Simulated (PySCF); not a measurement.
# TDDFT excited states: C3H10FOPSi2

Compound: C3H10FOPSi2.
Geometry (PBE0-D3(BJ)/def2-SVP, Å), atoms numbered from 1 in this order:
```xyz
18
C3H10FOPSi2 angstrom
C      2.1511   -1.0336   -0.2401
O      1.2416   -0.1465    0.3508
C      0.4164    0.5591   -0.5445
Si    -0.3752    1.9714    0.4925
P     -1.8743    0.8991    1.8254
Si    -1.7469   -0.9280    0.4730
C     -0.7203   -0.3329   -1.0442
F     -1.5491    0.4502   -1.8393
H      1.6547   -1.8787   -0.7512
H      2.7811   -1.4401    0.5627
H      2.7994   -0.5170   -0.9723
H      0.9942    0.9578   -1.4039
H     -1.0719    2.9618   -0.3771
H      0.6649    2.6629    1.3074
H     -0.8319    0.4143    2.6738
H     -1.0991   -2.0798    1.1666
H     -3.0965   -1.3422   -0.0082
H     -0.3505   -1.1664   -1.6679
```

Method: TDDFT PBE0/def2-SVPD, vertical, gas phase, core orbitals frozen in the response (PySCF).

Question: List the vertical singlet excitations with oscillator strengths and describe the spectrum.

Answer: 

| state | E (eV) | E (kJ/mol) | λ (nm) | f | main configurations (H = HOMO, L = LUMO) |
| --- | --- | --- | --- | --- | --- |
| S1 | 5.67 | 547 | 218.7 | 0.0048 | H→L (96%) |
| S2 | 6.27 | 605 | 197.8 | 0.019 | H→L+1 (97%) |
| S3 | 6.45 | 622 | 192.2 | 0.0018 | H-1→L (45%), H→L+2 (38%), H-3→L (9%) |
| S4 | 6.49 | 626 | 190.9 | 0.0060 | H-1→L (47%), H→L+2 (34%), H-3→L (11%) |
| S5 | 6.66 | 643 | 186.0 | 0.024 | H→L+3 (68%), H-1→L+1 (11%) |
| S6 | 6.79 | 655 | 182.6 | 0.0091 | H-2→L (82%) |

The lowest singlet comes at 219 nm (547 kJ/mol) in the ultraviolet; it is very weak; its leading configuration is HOMO→LUMO (96%). The strongest level in the table is S5 at 6.66 eV (186 nm, f = 0.024). Löwdin shares by element: HOMO phosphorus 57%, silicon 17%, carbon 7% or more (atoms not listed hold the other 19%); LUMO silicon 38%, phosphorus 24%, hydrogen 8% or more (atoms not listed hold the other 30%). Of the 6 states listed, 2 reach f = 0.01 and none stays under 0.0005. The oscillator strengths of these states sum to 0.065; summed over the whole spectrum of an exact calculation they would give the number of electrons, 88 (Thomas–Reiche–Kuhn). The listed states span 1.12 eV, and the widest gap between neighbours is 0.60 eV (S1 to S2). Only the lowest 6 singlets were computed, as vertical energies without vibronic structure.

One conformer stands for the species.
